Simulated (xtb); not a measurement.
xtb input (GFN-FF):

```bash
xtb mol.xyz --gfnff --opt tight --chrg 0 --uhf 0
```
mol.xyz:
```
9

O      0.57105535    -0.18321906     1.66627899
Si    -0.21673388    -0.17383245     0.23541279
O     -0.52071387    -1.73954226    -0.12438609
O     -1.66363288     0.59504709     0.23260729
S      1.01101136     0.87592653    -1.15834808
H      0.35965656    -0.90148694     2.27035676
H     -1.08191642    -1.92711893    -0.88118122
H     -1.66887992     1.54537189     0.37424330
H      2.15556371     0.32377757    -0.72162990
```

End of the output:

```
         :::::::::::::::::::::::::::::::::::::::::::::::::::::
         ::                     SUMMARY                     ::
         :::::::::::::::::::::::::::::::::::::::::::::::::::::
         :: total energy              -1.019697857756 Eh    ::
         :: gradient norm              0.000561545454 Eh/a0 ::
         ::.................................................::
         :: bond energy               -0.885990380478 Eh    ::
         :: angle energy               0.008387600195 Eh    ::
         :: torsion energy             0.000373328304 Eh    ::
         :: repulsion energy           0.078927538859 Eh    ::
         :: electrostat energy        -0.217307075191 Eh    ::
         :: dispersion energy         -0.003982133645 Eh    ::
         :: HB energy                 -0.000000021846 Eh    ::
         :: XB energy                  0.000000000000 Eh    ::
         :: bonded atm energy         -0.000106713954 Eh    ::
         :: external energy            0.000000000000 Eh    ::
         :: add. restraining           0.000000000000 Eh    ::
         :: total charge               0.000000000000 e     ::
         :::::::::::::::::::::::::::::::::::::::::::::::::::::

           -------------------------------------------------
          |                Property Printout                |
           -------------------------------------------------

molecular dipole:
                 x           y           z       tot (Debye)
 q only:       -0.105       0.103       0.019       0.376
           -------------------------------------------------
          |                Geometry Summary                 |
           -------------------------------------------------

      molecular mass/u    :      112.1802639
   center of mass at/Å    :        0.0383422       0.0085757      -0.0452327
  moments of inertia/u·Å² :        0.1317517E+03   0.2185464E+03   0.2204613E+03
rotational constants/cm⁻¹ :        0.1279500E+00   0.7713527E-01   0.7646527E-01

 * 8 selected distances

     #   Z          #   Z                                           value/Å
     1   8 O        2  14 Si                                      1.6496665
     2  14 Si       3   8 O                                       1.6512173
     2  14 Si       4   8 O                                       1.6502666
     2  14 Si       5  16 S                                       2.1544577 (max)
     1   8 O        6   1 H                                       0.9719912 (min)
Note: The following floating-point exceptions are signalling: IEEE_UNDERFLOW_FLAG IEEE_DENORMAL
normal termination of xtb
     3   8 O        7   1 H                                       0.9732017
     4   8 O        8   1 H                                       0.9737301
     5  16 S        9   1 H                                       1.3387983

 * 4 distinct bonds (by element types)

   Z      Z             #   av. dist./Å        max./Å        min./Å
   1 H    8 O           3     0.9729743     0.9737301     0.9719912
   8 O   14 Si          3     1.6503835     1.6512173     1.6496665
   1 H   16 S           1     1.3387983     1.3387983     1.3387983
  14 Si  16 S           1     2.1544577     2.1544577     2.1544577

optimized geometry written to: xtbopt.xyz

           -------------------------------------------------
          | TOTAL ENERGY               -1.019697857756 Eh   |
          | GRADIENT NORM               0.000561545454 Eh/α |
           -------------------------------------------------
########################################################################
[WARNING] Runtime exception occurred
-1- gfnff_setup: Could not read topology file.
########################################################################

------------------------------------------------------------------------
------------------------------------------------------------------------
 total:
 SCF:
 ANC optimizer:
```
